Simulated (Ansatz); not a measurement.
Relaxation of AlFH3NO (7 atoms, charge 0, multiplicity 1), to a largest force component of 0.02 eV/Å in at most 40 steps.

All numbers below come from RKS B3LYP-D4/def2-SVP in Ansatz.

```xyz
7
Properties=species:S:1:pos:R:3:forces:R:3
Al 0.000 0.000 0.000 2.05 0.04 -0.22
O 0.000 0.000 1.780 -2.00 -0.71 -1.27
H -0.909 -0.281 2.117 1.69 0.64 -0.38
N 1.663 0.000 -0.960 -1.46 0.05 0.85
H 2.129 -0.918 -1.212 -0.44 1.96 0.23
H 2.114 0.918 -1.238 -0.41 -1.97 0.25
F -1.464 0.000 -0.845 0.57 -0.02 0.54
```

Q: Where does it end, and by what steps?

A: The forces met the threshold. After 12 steps the energy has fallen by 0.860 eV; H6 moved furthest, 1.01 Å.

| step | energy less start (eV) | largest force component (eV/Å) | accepted |
| --- | --- | --- | --- |
| 0 | 0.0000 | 2.054 | yes |
| 1 | -0.4241 | 1.680 | yes |
| 2 | -0.5342 | 0.885 | yes |
| 3 | -0.6042 | 0.383 | yes |
| 4 | -0.6845 | 0.523 | yes |
| 5 | -0.7722 | 0.450 | yes |
| 6 | -0.8139 | 0.350 | yes |
| 7 | -0.8558 | 0.120 | yes |
| 8 | -0.8587 | 0.069 | yes |
| 9 | -0.8587 | 0.107 | yes |
| 10 | -0.8582 | 0.091 | no |
| 11 | -0.8597 | 0.028 | yes |
| 12 | -0.8598 | 0.001 | yes |

```xyz
7
Properties=species:S:1:pos:R:3
Al 0.035 0.053 -0.028
O -0.035 -0.425 1.596
H -0.820 -0.426 2.150
N 1.560 -0.008 -0.897
H 2.439 -0.316 -0.494
H 1.687 0.258 -1.867
F -1.333 0.583 -0.818
```

Whether the end is a true minimum wasn't checked by a vibrational analysis.

Run time: 37 s on 1 thread of Arm Neoverse V1, with other jobs on the host, peak memory 0.16 GiB.
